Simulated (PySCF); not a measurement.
**Xe³⁺ (xenon, charge +3) across methods**

[Kr] 4d10 5s2 5p3, high-spin 4S determinant. Computed with PySCF 2.14 in aug-cc-pwCVTZ-DK3 (10s9p7d4f1g, 109 functions), with the spin-free X2C one-electron Hamiltonian (Gaussian nucleus).

```csv
method,E (hartree),mean ε 5s α (eV),mean ε 5s β (eV),mean ε 5p α (eV),Σ⟨r²⟩ (bohr²),⟨S²⟩
PBE,-7443.45,-51.293,-48.544,-38.076,36.23,3.751
UHF,-7440.96456,-60.389,-51.597,-43.388,36.53,3.751
r2SCAN,-7443.86,-52.285,-48.370,-38.636,36.23,3.751
PBE0,-7443.52,-53.839,-49.689,-39.637,36.23,3.751
M06,-7444.03,-53.309,-50.467,-39.370,36.22,3.750
LDA,-7437.14,-51.454,-49.124,-38.157,36.19,3.750
CAM-B3LYP,-7444.26,-55.404,-51.537,-40.896,36.29,3.750
```

Question: Estimate the same row for LC-wPBE.

Answer: E (hartree) = -7443.40; mean ε 5s α (eV) = -57.269; mean ε 5s β (eV) = -52.755; mean ε 5p α (eV) = -42.557; Σ⟨r²⟩ (bohr²) = 36.20; ⟨S²⟩ = 3.751.
